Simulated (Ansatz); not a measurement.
Molecule: C4H9N2O, charge 0, multiplicity 2. It need not be the lowest isomer of its formula. 
Structure (B3LYP-D3(BJ)/def2-TZVP (Ansatz, a first-principles code) minimum search):
```
C
O 1 1.2273
N 1 1.3681 2 123.14
N 1 1.3996 2 123.24 3 177.65
C 4 1.4300 1 114.24 2 20.37
H 5 1.0911 4 108.96 1 154.51
H 5 1.0928 6 111.89 4 127.03
H 5 1.0999 6 106.66 7 116.41
C 3 1.4478 1 118.98 2 -3.22
H 9 1.0855 3 109.12 1 -10.27
H 9 1.0928 10 110.03 3 120.60
H 9 1.0951 10 108.86 11 118.47
C 3 1.4500 1 124.58 2 175.02
H 13 1.0838 3 109.80 1 -5.28
H 13 1.0938 14 109.54 3 120.53
H 13 1.0945 14 109.16 15 118.15
```
Charge 0, spin multiplicity 2.

Dipole moments at this geometry, in debye (magnitudes).

```
level                 program  dipole (D)
--------------------  -------  ----------
SVWN5/def2-TZVPD       Ansatz        2.66
BLYP/def2-TZVPD        Ansatz        2.59
revPBE/def2-TZVPD      Ansatz        2.54
r2SCAN/def2-TZVPD      Ansatz        2.56
B97M-V/def2-TZVPD      Ansatz  (withheld)
BHLYP/def2-TZVPD       Ansatz        2.55
r2SCANh/def2-TZVPD     Ansatz        2.55
r2SCAN0/def2-TZVPD     Ansatz        2.54
HSE06/def2-TZVPD       Ansatz        2.52
CAM-B3LYP/def2-TZVPD   Ansatz        2.51
LC-wPBE/def2-TZVPD     Ansatz        2.46
wB97M-V/def2-TZVPD     Ansatz        2.43
wB97X-V/def2-TZVPD     Ansatz        2.46
CCSD(T)/aug-cc-pVDZ    Ansatz  (withheld)
```

Q: Fill in the missing entries.

A: 
- B97M-V/def2-TZVPD, dipole (D): 2.49
- CCSD(T)/aug-cc-pVDZ, dipole (D): 2.51
